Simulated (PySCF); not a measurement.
Pb⁷⁹⁺: ionisation energy

Pb⁷⁹⁺ [He] 2s1 [2s1/2^1, M_J = 1/2] → Pb⁸⁰⁺ 1s2, as a difference of total energies. All numbers are calculated (PySCF 2.14, the two-component X2C-1e Hamiltonian, in an uncontracted even-tempered set (16 s from 73 bohr⁻², ratio 2.4; 13 p from 94 bohr⁻², ratio 2.4; 5 d from 290 bohr⁻², ratio 2.6; 4 f from 440 bohr⁻², ratio 2.6)). Correlated levels: nothing frozen; the 28 highest virtual spinors dropped. "Screened" scales the spin-orbit matrix elements by Boettger's factors to mimic the two-electron term; Breit and QED terms are absent.

```csv
method,ionisation energy (eV),difference from reference (eV)
GHF (screened spin-orbit),24976.2,+38.0
GMP2 (screened spin-orbit),24976.5,+38.3
```

Reference: 24938.2 ± 0.4 eV (theoretical estimate listed by NIST; NIST Atomic Spectra Database, ionization energies).

For this ion Breit and QED terms and the two-electron picture change, all absent here, outweigh the correlation shift from GHF to GMP2.
